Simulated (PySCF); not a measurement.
C2H4BNO, SMILES CBN=C=O.

Geometry optimised at B3LYP-D3(BJ)/def2-SVP. One conformer was computed; it need not be the lowest.

These are TDDFT-LC-ωPBE/def2-SVPD (PySCF) values and carry that method's errors.

Vertical excitations. The molecule is in vacuum. State labels are in the subgroup Cs.

### Question
Give excitation energies, oscillator strengths and character. (Estimate from the structure and the level; the computed values follow.)

### Answer

```tsv
state	symmetry	energy (eV)	λ (nm)	f	main pairs
S1	A"	5.04	246	0.000	HOMO→LUMO 96 %
S2	A'	6.98	178	0.116	HOMO−1→LUMO 73 %, HOMO→LUMO+4 14 %
S3	A"	7.38	168	0.002	HOMO−2→LUMO 73 %
S4	A'	7.82	158	0.019	HOMO→LUMO+1 74 %, HOMO→LUMO+2 15 %
S5	A"	8.47	146	0.001	HOMO−1→LUMO+4 57 %, HOMO−1→LUMO+1 13 %, HOMO−1→LUMO+5 12 %
S6	A"	8.57	145	0.026	HOMO−3→LUMO 75 %
S7	A"	8.91	139	0.002	HOMO−1→LUMO+1 55 %, HOMO−1→LUMO+2 30 %
S8	A'	8.96	138	0.577	HOMO→LUMO+2 53 %, HOMO→LUMO+1 12 %, HOMO−1→LUMO 9 %
S9	A'	9.43	131	0.429	HOMO→LUMO+4 34 %, HOMO−4→LUMO 16 %, HOMO→LUMO+2 10 %, HOMO−1→LUMO 10 %
S10	A"	9.54	130	0.005	HOMO→LUMO+10 20 %, HOMO→LUMO+6 16 %, HOMO→LUMO+13 15 %, HOMO−5→LUMO 12 %
T1	A"	4.73	262	0	HOMO→LUMO 94 %
T2	A'	5.80	214	0	HOMO−1→LUMO 90 %
T3	A'	6.69	185	0	HOMO→LUMO+4 60 %, HOMO→LUMO+5 10 %
T4	A"	6.79	183	0	HOMO−2→LUMO 66 %
```
Triplets are in the Tamm–Dancoff approximation, which puts them higher than full response would, so one can lie above its singlet here.
